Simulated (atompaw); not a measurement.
PBE PAW (atompaw) dataset for Tc, scalar-relativistic all-electron reference.

atompaw 4.2.0.5 input, output lines left out:

```
Tc 43
GGA-PBE scalarrelativistic loggrid 1500 logderivrange -2 5 176
5 5 4 0 0 0
5 1 0
4 2 5
0 0 0
c
c
c
c
v
c
c
c
v
c
v
2
3.00 2.55 2.90 1.65
y
2.75
n
y
1.15
n
y
0.65
n
custom rrkj gramschmidtortho sinc
3 0 ultrasoft
3.00
2.35
3.00
3.00
3.00
3.00
```

All-electron outer shells of the reference configuration (PBE, scalar-relativistic, ld1.x):

| shell | level (eV) | outermost node (bohr) | outermost maximum (bohr) |
| --- | --- | --- | --- |
| 4s | -73.38 | 0.50 | 0.95 |
| 4p | -45.34 | 0.51 | 1.03 |
| 4d | -6.66 | 0.50 | 1.27 |
| 5s | -5.04 | 1.28 | 2.72 |
| 5p | -1.40 | 1.45 | 3.67 |

Results:

- Cutoffs needed: 10 Ry and 18 Ry (the cutoffs (Ry, on a coarse ladder) from which the occupation-weighted sum of valence levels, in a spherical-Bessel basis at the reference potential, stays within 10 and 1 mRy of its value at 400 Ry)
- Ghost test: no extra level below or beside the all-electron valence levels (s, p, d, f tested) (spherical-Bessel basis up to 400 Ry, 20 bohr box)
- Lowest eigenvalue of the overlap operator: 0.56 (p channel)
- Overlap eigenvalues printed by atompaw (projector basis): 0.187, 0.797, 1.63, 6.56, 6.94, 32.5
- Share of each valence orbital outside the PAW sphere: 5s 54 %, 5p 82 %, 4d 7 %

Generation and tests took about 14 s on one core of a shared server CPU.
